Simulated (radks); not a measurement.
Values are calculated unless marked as measured or tabulated.
Question: The table gives one normalised radial function P(r) = r R(r) of Rh in [Kr] 4d8 5s1 (r in bohr). Level of theory: scalar-relativistic Kohn-Sham, PBEsol, spin-polarised, spherical densities, finite nucleus; open shells are filled with parallel spins first (spin-orbit coupling, left out, can overturn this in heavy ions); Fermi nuclear charge, rms radius 4.4945 fm; hard spherical wall at 2.5 bohr (a radial shooting solver on a logarithmic mesh with Libxc functionals).

r           P
0.001616   0.0015
0.001822   0.0018
0.002071   0.0023
0.002335   0.0028
0.002633   0.0035
0.002968   0.0043
0.003374   0.0054
0.003804   0.0067
0.004289   0.0083
0.004875   0.0105
0.005496   0.0130
0.006197   0.0160
0.007043   0.0200
0.007941   0.0246
0.008954   0.0303
0.0101     0.0371
0.01147    0.0460
0.01294    0.0561
0.01459    0.0680
0.01658    0.0832
0.01869    0.1000
0.02107    0.1194
0.02395    0.1432
0.02701    0.1684
0.03045    0.1962
0.03433    0.2261
0.03902    0.2595
0.04399    0.2908
0.0496     0.3203
0.05638    0.3471
0.06356    0.3646
0.07167    0.3711
0.08145    0.3616
0.09184    0.3332
0.1035     0.2828
0.1168     0.2083
0.1327     0.1026
0.1496    -0.0177
0.1687    -0.1516
0.1917    -0.2974
0.2162    -0.4217
0.2437    -0.5176
0.277     -0.5697
0.3123    -0.5569
0.3521    -0.4759
0.397     -0.3264
0.4513    -0.1019
0.5088     0.1501
0.5737     0.4160
0.652      0.6820
0.7351     0.8856
0.8289     1.0225
0.942      1.0823
1.062      1.0594
1.198      0.9729
1.35       0.8414
1.535      0.6736
1.73       0.5064
1.951      0.3389
2.217      0.1644
2.5        0.0000

Which n and l does it have? It may be an empty orbital.

Answer: n = 4, l = 1: the number of nodes gives n - l - 1 = 2, the rise at small r (about r^(l+1), flatter next to the nucleus through relativity) gives l, and the extent must fit the shell. The curve is that of 4p up; the table hardly tells the two spins apart. 4p up: eigenvalue -25.715 eV, 2 radial nodes at r = 0.147, 0.474 bohr, <r> = 1.09 bohr, 90 % of the charge inside 1.60 bohr.
